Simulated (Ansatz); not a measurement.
```
atom   x (Å)   y (Å)    z (Å)
   P  0.0000  0.0000  -0.9455
   P  0.0000  0.0000   0.9455
```

Basis set: cc-pVDZ (spherical functions). Frozen core: 10 orbitals. Charge 0, multiplicity 1.

Computed with Ansatz (development build ahead of 0.2.0); each method stands on the lowest determinant of its kind that the runs found. Restricted open shells among the atoms or ions are ROHF, correlated in semicanonical orbitals with singles.

The atomization energy at this shape (free ground-state atoms in the same class of orbitals less the molecule, no zero-point energy) of singlet P₂:

```json
{"method": "RHF", "atomization energy": "125.6 kJ/mol"}
```

Problem. What does RHF-MP2 give?

Solution. 385.6 kJ/mol.
